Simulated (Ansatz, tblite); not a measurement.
Forces on BCl3 at its PBE-D4/def2-TZVP geometry. Charge 0, multiplicity 1.

The xTB rows come from tblite.

GFN2-xTB (tblite), largest force 0.53 eV/Å:

```xyz
4
positions Å, forces eV/Å
B     0.000    0.000    0.000    0.000    0.000    0.000
Cl   -1.514    0.279    0.828    0.462   -0.085   -0.253
Cl    0.566    1.143   -1.195   -0.173   -0.349    0.365
Cl    0.948   -1.422    0.367   -0.289    0.434   -0.112
```

PBE-D4/def2-TZVP (Ansatz), largest force 0.00 eV/Å:

```
B 0.000 0.000 0.000
Cl 0.000 0.000 0.000
Cl 0.000 0.000 0.000
Cl 0.000 0.000 0.000
```

r2SCAN-D4/def2-TZVP (Ansatz), largest force 0.17 eV/Å:

```
B 0.000 0.000 0.000
Cl 0.149 -0.027 -0.081
Cl -0.055 -0.112 0.117
Cl -0.093 0.139 -0.036
```
